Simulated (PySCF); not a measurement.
## C₆ coefficients of unlike pairs at PBE

Calculated with PySCF 2.14 from the dipole response of each species, C₆(A,B) = (3/π) ∫ α_A(iu) α_B(iu) du, in atomic units, from isotropic polarisabilities. For ions this is the dispersion term alone; charge-induced terms of lower order in 1/R come first.

```tsv
species	configuration	basis	relativity	α (bohr³)	C₆ (like pair)
Ar⁺	[Ne] 3s2 3p5 (2P)	aug-cc-pVQZ-DK (7s6p4d3f2g)	spin-free X2C	7.042	31.94
Mn²⁺	[Ar] 3d5 (6S)	aug-cc-pVDZ-DK (7s6p4d2f)	spin-free X2C	4.088	11.56
Ga⁺	[Ar] 3d10 4s2 (1S)	aug-cc-pVTZ-PP with one added diffuse shell each of s, d, f type with ECP10MDF (7s5p5d3f)	core potential	17.53	85.78
Tl²⁺	[Xe] 4f14 5d10 6s1 (2S)	aug-cc-pwCVTZ-DK3 (11s10p8d5f1g)	spin-free X2C	12.11	77.76
```

(1) Estimate C₆ for Ga⁺ with Mn²⁺.

No spin-orbit coupling is included.

The other pairs:

```tsv
pair	C₆
Ga⁺, Ar⁺	48.77
Tl²⁺, Mn²⁺	29.80
Mn²⁺, Ar⁺	18.95
Tl²⁺, Ar⁺	49.54
Tl²⁺, Ga⁺	76.51
```

Results:

(1) The integral gives 28.21. The combination rule 2 C_A C_B / (C_A α_B/α_A + C_B α_A/α_B) gives 28.50 and the geometric mean 31.48.
